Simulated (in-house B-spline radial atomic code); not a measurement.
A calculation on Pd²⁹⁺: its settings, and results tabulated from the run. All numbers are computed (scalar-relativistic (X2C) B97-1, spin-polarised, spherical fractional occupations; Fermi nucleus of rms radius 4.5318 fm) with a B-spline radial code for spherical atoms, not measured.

Command:
```bash
python run_scf.py task.json out
```
Settings (nuclear radius in fm, mass in u):
```
Z                46
configuration    [Ne] 3s2 3p5
hamiltonian      x2c
method           b97_1
spin_polarised   True
nucleus          fermi
rms_radius       4.5318
atomic_mass      105.90348
speed_of_light   137.035999084
```

Output (hartree, bohr):
```
 radial grid: 58 intervals, B-splines of order 8, outer radius 2.3232 bohr

 iter        energy (Eh)    residual
    1       -4418.591960    5.76e+00
    2       -4445.943392    5.04e-01
    3       -4446.233251    2.23e-01
    4       -4446.290554    9.90e-02
    5       -4446.304425    1.10e-02
    6       -4446.304606    1.98e-05
    7       -4446.304606    2.92e-07

 total energy                     -4446.30461
 kinetic                            4670.4992
 electron-nucleus                  -9798.8834
 Hartree                             779.5983
 exact exchange                      -20.1643
 exchange-correlation                -77.3544

 orbital      occ     eigenvalue          <r>       <r^2>       <1/r>       r_max
 1s up      1.000      -942.3222     0.031316  0.00133587     50.1116     0.02002
 1s down    1.000      -942.2416    0.0313137  0.00133568     50.1148     0.02002
 2s up      1.000      -182.2759     0.136376   0.0219388     11.4222      0.1162
 2s down    1.000      -182.2183     0.136333   0.0219215     11.4237      0.1162
 2p up      3.000      -169.1602     0.118926   0.0172231     10.7159      0.0927
 2p down    3.000      -169.0667     0.118937   0.0172238     10.7137     0.09275
 3s up      1.000       -66.8963     0.340672    0.132099     4.43062      0.3203
 3s down    1.000       -66.6353     0.341079    0.132414     4.42218      0.3204
 3p up      3.000       -62.6025     0.331888     0.12703     4.20194      0.3091
 3p down    2.000       -62.2297     0.332442    0.127468     4.19444      0.3093
```

Time taken, with all properties: 0.3 s on 1 thread of Arm Neoverse N1, with other jobs on the host.

Caution: exact exchange at fractional occupations of open shells leaves self-interaction of up to several eV.

One-electron X2C: radii and densities carry no picture-change correction, so inner-shell <1/r> comes out high (for 1s by about 2 % at Z = 33, 5 % at 54, 10 % at 75, 30 % at 118) and <r> low.
